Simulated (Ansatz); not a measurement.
Reactions of C$_{3}$H$_{9}$GaO$_{2}$, SMILES `C[CH](C)[Ga]([OH])[OH]`.

Program: Ansatz. Geometries: PBE0-D4/def2-TZVP. ΔE: electronic, gas phase. CCSD(T)/CBS adds triple-zeta CCSD(T) − MP2 to the extrapolated MP2 energy (def2 sets, frozen cores). This one scheme is used for every species. For Ga outer-core shells are correlated without core-valence functions, which leaves a few kJ/mol of doubt a bond. Scalar relativity is left out up to krypton. Each species was taken in one conformer, which may not be the lowest.

(1) Order these by ΔE at CCSD(T)/CBS, lowest first. (Best estimate.)
A. `C[CH](C)[Ga]([OH])[OH]` + `[NH2][Ga]([F])[F]` → `C[NH][Ga]([F])[F]` + `C[CH2][Ga]([OH])[OH]`
B. `C[CH](C)[Ga]([OH])[OH]` + `O[SiH2]O[SiH](O)O` → `CO[SiH](O)O[SiH2]O` + `C[CH2][Ga]([OH])[OH]`
C. `C[CH](C)[Ga]([OH])[OH]` + `O[SiH3]` → `[OH][Ga]([OH])[O][SiH3]` + `CCC`
D. `C[CH](C)[Ga]([OH])[OH]` + `S[SiH]1CC1` → `CS[SiH]1CC1` + `C[CH2][Ga]([OH])[OH]`
E. `C[CH](C)[Ga]([OH])[OH]` + `CCC` → `C[CH](C)[Ga]([OH])[CH](C)C` + H₂O

Largest T1 diagnostic: 0.014, for `[OH][Ga]([OH])[O][SiH3]`.

Results:

(1) C (-0.84 eV), D (+0.10 eV), A (+0.40 eV), B (+0.54 eV), E (+0.90 eV).
